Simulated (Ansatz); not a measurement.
Geometry optimisation, RKS PBE0-D4/def2-SVP (Ansatz 0.2.0).

The input (input.yaml):

```yaml
crystal:
  periodic: [false, false, false]
  atoms:
    - { symbol: Si, position_ang: [0.0, 0.0, 0.0] }
    - { symbol: "N", position_ang: [0.0, 0.0, 1.82] }
    - { symbol: H, position_ang: [-0.877, -0.2713, 2.35] }
    - { symbol: H, position_ang: [0.877, 0.2713, 2.35] }
    - { symbol: F, position_ang: [1.4994, 0.0, -0.5295] }
    - { symbol: Cl, position_ang: [-1.0032, 1.7381, -0.7093] }
    - { symbol: F, position_ang: [-0.7489, -1.2974, -0.5295] }
basis:
  gaussian: { orbitals: def2-SVP }
hamiltonian:
  xc: pbe0
  dispersion: d4
relax:
  f_tol: 0.02
  max_steps: 40
output:
  orbitals: {}
```

Launched with:

```bash
$ ansatz run input.yaml --threads 1 --pin off --max-ram 2048MiB --backend cpu --events-out ev --progress --plain --runs-dir out
```

Q: Where does it end, and by what steps?

A: The forces met the threshold. After 8 steps the energy has fallen by 0.501 eV; H4 moved furthest, 0.13 Å.

| step | energy less start (eV) | largest force component (eV/Å) | accepted |
| --- | --- | --- | --- |
| 0 | 0.0000 | 3.493 | yes |
| 1 | -0.4250 | 1.611 | yes |
| 2 | -0.4923 | 0.291 | yes |
| 3 | -0.4983 | 0.141 | yes |
| 4 | -0.4973 | 0.472 | no |
| 5 | -0.5003 | 0.042 | yes |
| 6 | -0.5005 | 0.088 | yes |
| 7 | -0.4987 | 0.179 | no |
| 8 | -0.5009 | 0.006 | yes |

```xyz
7
Properties=species:S:1:pos:R:3
Si -0.020 0.016 0.080
N 0.037 -0.099 1.760
H -0.794 -0.255 2.318
H 0.786 0.335 2.285
F 1.486 0.026 -0.471
Cl -0.948 1.664 -0.692
F -0.799 -1.246 -0.529
```

Whether the end is a true minimum wasn't checked by a vibrational analysis.

The run took 39 s on 1 thread of Arm Neoverse V1, with other jobs on the host, peak memory 0.18 GiB.
